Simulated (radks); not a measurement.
Q: Radial electron density D(r) = 4 pi r^2 rho(r) of an atom or ion with 45 electrons. Method: scalar-relativistic Kohn-Sham, LB94 model potential, spin-polarised, spherical densities, finite nucleus; Fermi nuclear charge, rms radius of each element as measured or else 0.836 A^(1/3) + 0.57 fm; computed with a radial shooting solver on a logarithmic mesh with Libxc functionals.

| r (bohr) | D(r) (e/bohr) | spin D(r) |
|---|---|---|
| 0.002422 | 11.00 | -0.0000299 |
| 0.002731 | 13.21 | -0.0000357 |
| 0.003104 | 15.97 | -0.0000431 |
| 0.003528 | 19.21 | -0.0000516 |
| 0.003977 | 22.69 | -0.0000606 |
| 0.004521 | 26.92 | -0.0000714 |
| 0.005138 | 31.66 | -0.0000834 |
| 0.005793 | 36.54 | -0.0000954 |
| 0.006584 | 42.15 | -0.000109 |
| 0.007483 | 48.03 | -0.000122 |
| 0.008505 | 54.00 | -0.000134 |
| 0.009589 | 59.43 | -0.000142 |
| 0.0109 | 64.77 | -0.000147 |
| 0.01239 | 69.29 | -0.000143 |
| 0.01397 | 72.48 | -0.000125 |
| 0.01587 | 74.49 | -0.0000803 |
| 0.01804 | 74.91 | 0.0000111 |
| 0.02034 | 73.93 | 0.000174 |
| 0.02312 | 71.73 | 0.000497 |
| 0.02628 | 68.99 | 0.00110 |
| 0.02986 | 66.62 | 0.00222 |
| 0.03367 | 65.69 | 0.00409 |
| 0.03827 | 66.93 | 0.00758 |
| 0.04349 | 70.96 | 0.0137 |
| 0.04904 | 77.06 | 0.0231 |
| 0.05574 | 84.97 | 0.0394 |
| 0.06335 | 92.45 | 0.0648 |
| 0.07142 | 97.07 | 0.100 |
| 0.08118 | 97.74 | 0.153 |
| 0.09226 | 93.53 | 0.224 |
| 0.1049 | 85.78 | 0.310 |
| 0.1182 | 77.94 | 0.397 |
| 0.1344 | 72.33 | 0.485 |
| 0.1527 | 71.82 | 0.543 |
| 0.1722 | 75.68 | 0.548 |
| 0.1957 | 81.26 | 0.485 |
| 0.2224 | 83.52 | 0.350 |
| 0.2508 | 79.19 | 0.187 |
| 0.285 | 67.31 | 0.0377 |
| 0.324 | 51.49 | -0.00187 |
| 0.3682 | 37.47 | 0.138 |
| 0.4151 | 29.95 | 0.443 |
| 0.4718 | 28.57 | 0.891 |
| 0.5363 | 30.96 | 1.34 |
| 0.6046 | 32.63 | 1.62 |
| 0.6872 | 30.93 | 1.68 |
| 0.781 | 25.37 | 1.50 |
| 0.8806 | 18.32 | 1.16 |
| 1.001 | 11.09 | 0.764 |
| 1.138 | 5.671 | 0.424 |
| 1.293 | 2.419 | 0.195 |
| 1.458 | 0.9080 | 0.0779 |
| 1.657 | 0.2576 | 0.0234 |
| 1.883 | 0.05699 | 0.00539 |
| 2.123 | 0.01072 | 0.00104 |
| 2.413 | 0.001324 | 0.000130 |

What is the nuclear charge?

A: Z = 57. The innermost maximum, from 1s, lies near gamma/Z bohr with gamma = sqrt(1 - (Z/c)^2) = 0.909, here 0.016 bohr (found: 0.0175), and its height grows with Z. The density is that of the lanthanum ion La12+ in [Kr] 4d9; the configuration itself is not fixed sharply by these data, and Z only to a few units. D(r) has 4 maxima, at r = 0.0175, 0.0774, 0.219, 0.609 bohr, and minima at 0.0337, 0.144, 0.457 bohr, inside which lie 1.96, 11.19, 29.14 electrons.
